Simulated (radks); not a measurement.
Values are calculated unless marked as measured or tabulated.
Numerical settings for the dysprosium ion Dy3+, [Xe] 4f9. Level of theory: Dirac Kohn-Sham, PBE, spin-unpolarised, spherical densities, finite nucleus; open shells are shared between the two j in proportion to 2j + 1; Fermi nuclear charge, rms radius 5.2218 fm (a radial shooting solver on a logarithmic mesh with Libxc functionals). The defaults (mesh step 0.008 in ln r, mesh end at 40 bohr or more with all orbitals vanishing there, Anderson mixing 0.5 over 9 steps, residual threshold near 1e-9 with the energy settled to 1e-9 hartree or 1e-11 of itself, here a cap of 59 iterations) give E = -12165.5445 hartree and 4f7/2 at -34.225 eV in 14 iterations. Run on one thread of a shared host, so times are rough (Arm Neoverse V2): 0.13 s of CPU time, 0.13 s wall, 14 iterations on 2213 mesh points. Changes against that run (0 stands for a change within the tolerance of the run):

\begin{tabular}{lrrrrr}
setting & iterations & converged & E (mhartree) & e(4f7/2) (meV) & CPU (s) \\ \hline
mesh step in ln r 0.02 & 14 & yes & 0 & 0 & 0.06 \\
mesh step in ln r 0.003 & 15 & yes & 0 & 0 & 0.34 \\
mesh step in ln r 0.005 & 14 & yes & 0 & 0 & 0.2 \\
mesh end (bohr) 20 & 14 & yes & 0 & 0 & 0.13 \\
mesh end (bohr) 400 & 14 & yes & 0 & 0 & 0.13 \\
residual threshold 0.001 & 11 & yes & 0 & -0.172 & 0.11 \\
residual threshold 0.1 & 11 & yes & 0 & -0.172 & 0.11 \\
mixing 2.5 & 19 & yes & 0 & 0 & 0.16 \\
linear mixing, mixing 0.5 & 30 & yes & 0 & 0 & 0.21 \\
linear mixing, mixing 1 & 59 & no & +1.33e+05 & -6.66e+05 & 1.6 \\
mixing history 2 & 24 & yes & 0 & 0 & 0.18 \\
iteration cap 8 & 8 & no & +0.00353 & +30.5 & 0.08 \\
\end{tabular}

No run marked as converged misses the energy by more than 1 mhartree. A mesh that ends early acts as a hard wall.
